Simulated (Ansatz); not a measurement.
Ligand-field states of [Cu(NH3)3F]+ (CuN3FH9⁺) at its PBE-D4/def2-SVP geometry (relaxed as a doublet).

```
atom    x (Å)    y (Å)    z (Å)
 Cu1   0.0812   0.2748  -0.0991
  N2  -1.4586   1.3617   0.7199
  H3  -2.4234   1.1907   0.4020
  H4  -1.1212   2.2444   0.2901
  H5  -1.4851   1.4912   1.7416
  N6  -0.4605  -1.5785   0.6016
  H7   0.3466  -2.1778   0.8324
  H8  -1.0115  -2.1055  -0.0946
  H9  -1.0421  -1.5438   1.4524
 N10   1.7754  -0.2867  -1.1191
 H11   1.6993  -0.9247  -1.9244
 H12   2.6037  -0.5686  -0.5753
 H13   1.9353   0.6762  -1.4724
 F14   0.5608   1.9467  -0.7550
```

CASSCF(9,5) on the Cu 3d shell in def2-SVP, averaged with equal weights over 5 doublets, then SC-NEVPT2; Ansatz, no spin–orbit coupling. The space holds no ligand orbitals and no second d shell, so covalent complexes are described poorly.

Estimate the states' energies above the lowest.


```tsv
state	CASSCF (cm⁻¹)	NEVPT2 (cm⁻¹)
doublet 1	0	0
doublet 2	10153	14253
doublet 3	12481	16245
doublet 4	13497	17550
doublet 5	13873	18262
```
The lowest NEVPT2 state is a doublet. Hardware: 4 threads of Arm Neoverse V1 on a shared host. Wall time 10 s, peak host memory 0.67 GiB.
